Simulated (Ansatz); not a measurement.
`CBBO`, charge 0, multiplicity 1.

Question: Give a relaxed structure at PBE0-D4/def2-TZVP (Ansatz). (An estimate is asked.)

Answer: Computed: 
Z-matrix (Å, degrees):
```
C
B 1 1.560
H 1 1.093 2 113.8
H 1 1.091 2 116.4 3 129.2
H 1 1.104 2 104.2 3 -113.5
B 2 1.681 1 124.7 3 -142.2
H 2 1.206 1 116.4 3 36.6
O 6 1.360 2 128.5 1 -89.5
H 6 1.210 2 117.9 1 90.6
H 8 0.960 6 114.1 2 -0.3
```
This is one stationary point; other conformers may exist.
